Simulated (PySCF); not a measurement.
CH3 (SMILES [CH3]), doublet, geometry from GFN2-xTB. Base run: M062X/aug-cc-pVDZ in PySCF.

Here is a job for PySCF.
```python
from pyscf import gto, scf, dft

mol = gto.M(
    atom='''
C     0.00000000   -0.00000000    0.00000000
H    -0.02827582    1.06704109   -0.00728260
H     0.93823542   -0.50900640    0.00748446
H    -0.90995960   -0.55803469   -0.00020186
''',
    basis='aug-cc-pvdz',
    spin=1,
    verbose=4,
)

mf = dft.UKS(mol)
mf.xc = 'm062x'
mf.kernel()
```

Each row names what was changed in the base input (with any setting that the change needs).

```json
[
 {"change": "base", "ΔE vs base (mEh)": "0.000", "SCF cycles": "8", "<S^2>": "0.755"},
 {"change": "solver = newton; init_guess = 1e", "ΔE vs base (mEh)": "0.000", "SCF cycles": "-", "<S^2>": "0.755"},
 {"change": "level_shift = 0.3 (with mf.max_cycle = 100)", "ΔE vs base (mEh)": "0.000", "SCF cycles": "11", "<S^2>": "0.755"},
 {"change": "diis = off; damp = 0.3 (with mf.diis_start_cycle = 200; with mf.max_cycle = 150)", "ΔE vs base (mEh)": "0.000", "SCF cycles": "17", "<S^2>": "0.755"},
 {"change": "level_shift = 1.0 (with mf.max_cycle = 100)", "ΔE vs base (mEh)": "0.000", "SCF cycles": "25", "<S^2>": "0.755"},
 {"change": "conv_tol = 1e-4", "ΔE vs base (mEh)": "0.000", "SCF cycles": "5", "<S^2>": "0.755"},
 {"change": "diis = off; damp = 0.6 (with mf.diis_start_cycle = 200; with mf.max_cycle = 150)", "ΔE vs base (mEh)": "0.000", "SCF cycles": "29", "<S^2>": "0.755"},
 {"change": "diis = off (with mf.max_cycle = 100)", "ΔE vs base (mEh)": "0.000", "SCF cycles": "23", "<S^2>": "0.755"},
 {"change": "diis_space = 4", "ΔE vs base (mEh)": "0.000", "SCF cycles": "8", "<S^2>": "0.755"},
 {"change": "solver = newton", "ΔE vs base (mEh)": "0.000", "SCF cycles": "-", "<S^2>": "0.755"},
 {"change": "diis_space = 20", "ΔE vs base (mEh)": "0.000", "SCF cycles": "8", "<S^2>": "0.755"},
 {"change": "diis_space = 12", "ΔE vs base (mEh)": "0.000", "SCF cycles": "8", "<S^2>": "0.755"},
 {"change": "conv_tol = 1e-12", "ΔE vs base (mEh)": "0.000", "SCF cycles": "9", "<S^2>": "0.755"}
]
```

Open shells are given as the SCF converged; they aren't shown to be the lowest states, and a large step between rows can be another state.
